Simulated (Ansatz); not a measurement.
`O[Si]([SiH3])(S)Cl` → `O[Si]S` + `[SiH3]Cl`  (silylene formation by 1,1-elimination)

Computed with Ansatz on PBE0-D4/def2-TZVP structures; ΔE is electronic, products minus reactants. CCSD(T)/CBS is the MP2 limit (def2-TZVPP, def2-QZVPP) plus CCSD(T) − MP2 in def2-TZVPP, frozen cores. This one scheme is used for every species. Functionals use def2-TZVPP. B3LYP here is the variant with VWN-RPA as its local correlation; programs differ in this. Each species was taken in one conformer, which may not be the lowest.

`O[Si]([SiH3])(S)Cl`:

Cartesian coordinates in Å:
```
O -1.705 -1.069 -0.132
Si -0.133 -0.629 -0.195
Si -0.019 1.681 0.089
S 0.907 -1.742 1.305
Cl 0.708 -1.103 -2.023
H -1.914 -2.004 -0.196
H -0.740 2.377 -1.008
H 1.414 2.072 0.070
H -0.615 2.049 1.400
H 2.096 -1.632 0.690
```

`O[Si]S`:

Cartesian coordinates in Å:
```
O 0.937 0.642 0.822
Si -0.314 -0.319 1.293
S -1.270 -0.907 -0.571
H 1.126 0.843 -0.098
H -0.480 -0.260 -1.448
```

`[SiH3]Cl`:

Cartesian coordinates in Å:
```
Si -0.020 0.035 0.122
Cl 0.298 -0.526 -1.828
H -0.351 1.478 0.148
H 1.216 -0.225 0.894
H -1.144 -0.762 0.663
```

Task: Is it downhill or uphill in electronic energy at CCSD(T)/CBS, and by how much? (Best estimate.)

Result: Computed: Uphill: ΔE = +37.2 kcal/mol.

Task: What do these levels give: B3LYP-D4, r2SCAN0-D4, B2PLYP, MP2/def2-TZVPP, CCSD(T)/def2-TZVPP, HF/def2-QZVPP? (Best estimate.)

Result: Computed: B3LYP-D4 35.4, r2SCAN0-D4 42.0, B2PLYP 33.4, MP2/def2-TZVPP 38.4, CCSD(T)/def2-TZVPP 35.7, HF/def2-QZVPP 31.6 kcal/mol.

Largest T1 diagnostic among the species: 0.015.

The D4 term adds +5.2 kcal/mol with B3LYP and +2.9 kcal/mol with PBE0; it sums over pairs of atoms, weighted by their polarisabilities, and B3LYP, whose exchange is more repulsive, gets the larger term. In def2-TZVPP, CCSD(T) changes the Hartree–Fock value by +3.9 kcal/mol (the triples alone add +0.6 kcal/mol) and MP2 by +6.5 kcal/mol.
